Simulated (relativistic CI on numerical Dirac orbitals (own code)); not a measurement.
Spin-allowed bands of a d3 ion in an octahedral site, by hand

Problem. A d3 ion in an octahedral site has a 4A2 ground term and spin-allowed bands at ν1 = 13300 and ν2 = 18753 cm⁻¹ (from a computed ligand-field model). Find Δ and the Racah parameter B, and predict the third band.

Working.
1. The F term splits into A2 (−1.2Δ), T2 (−0.2Δ) and T1 (+0.6Δ), so ν1 = E(T2) − E(A2) = Δ = 13300 cm⁻¹.
2. T1(F) mixes with T1(P), which lies at 15B, through an element 0.4Δ. The two roots, counted from A2, are ν2,3 = ½(15B + 3Δ) ∓ ½√[(15B − Δ)² + 12BΔ].
3. Solving the lower root for B gives B = (2ν1² + ν2² − 3ν1ν2)/(15ν2 − 27ν1) = -42789691/-77805 = 550 cm⁻¹.
4. The sum of the roots is 15B + 3Δ, so ν3 = 15B + 3ν1 − ν2 = 29396 cm⁻¹ (340 nm).

Check. The bands were computed by exact diagonalisation of the d3 shell with B = 550 and Δ = 13300 cm⁻¹, which gives ν3 = 29397 cm⁻¹. C does not enter the terms of highest spin.
